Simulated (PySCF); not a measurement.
## C$_{7}$H$_{9}$N: calculation and literature

Atoms are numbered as in `[CH3:1][CH2:2][c:3]1[cH:4][cH:5][cH:6][cH:7][n:8]1` (H(Xn): hydrogen on atom n).

Published estimates (parent shift plus substituent increments) and measurements: δ ¹³C C3 163.5; C7 149.2; C5 136.3; C4 122.0; C6 120.9; δ ¹H H(C7) 8.62; H(C5) 7.63; H(C4) 7.16; H(C6) 7.10 ppm (estimated from measurements, as parent shift plus tabulated substituent increment; solution, not stated per compound (mostly CDCl3 or CCl4); Pretsch, Buehlmann, Badertscher, Structure Determination of Organic Compounds, 4th ed. (2009)).

PySCF 2.14.0 with density-fitted response routines calculation with coordinates at the GFN2-xTB level and shieldings: GIAO PBE0/pcSseg-1; one conformer, fast rotation and ring inversion assumed for equivalent nuclei, no solvent model, non-relativistic Hamiltonian.

Question: Set the calculated values beside the experiment.

Answer: 
Reference values: estimated from measurements, as parent shift plus tabulated substituent increment (solution, not stated per compound (mostly CDCl3 or CCl4); Pretsch, Buehlmann, Badertscher, Structure Determination of Organic Compounds, 4th ed. (2009)).
| atoms | quantity | reference | computed | computed, scaled |
| --- | --- | --- | --- | --- |
| C3 | δ ¹³C | 163.5 | 171.1 | 165.1 |
| C7 | δ ¹³C | 149.2 | 155.5 | 149.9 |
| C5 | δ ¹³C | 136.3 | 142.2 | 136.9 |
| C4 | δ ¹³C | 122.0 | 126.7 | 121.7 |
| C6 | δ ¹³C | 120.9 | 125.4 | 120.4 |
| H(C7) | δ ¹H | 8.62 | 8.87 | 8.46 |
| H(C5) | δ ¹H | 7.63 | 7.89 | 7.54 |
| H(C4) | δ ¹H | 7.16 | 7.37 | 7.05 |
| H(C6) | δ ¹H | 7.10 | 7.22 | 6.92 |

Computed shifts are σ(ref) − σ with the named reference compound (TMS for H and C) calculated as an isolated molecule at the same level. The measured values may be among those fitted. Scaled to experiment by linear calibration (H and C: mostly CDCl3 data, vs TMS): ¹³C (scatter 2.1 ppm rms, 2.3 ppm with the 2 outliers that the fit left out); ¹H (scatter 0.16 ppm rms, 0.17 ppm with the 2 outliers that the fit left out). Occasional misses reach two or three times the rms, and more in compound classes unlike the fitted ones.

Question: How far are the unscaled ¹³C shifts from the references?

Answer: Mean signed difference +5.80 ppm, mean absolute 5.80 ppm over 5 comparisons; the largest is +7.6 ppm at C3 (substituted aromatic carbon next to a ring nitrogen).

Question: How far are the unscaled ¹H shifts from the references?

Answer: Mean signed difference +0.21 ppm, mean absolute 0.21 ppm over 4 comparisons; the largest is +0.26 ppm at H(C5) (hydrogen on an aromatic CH).
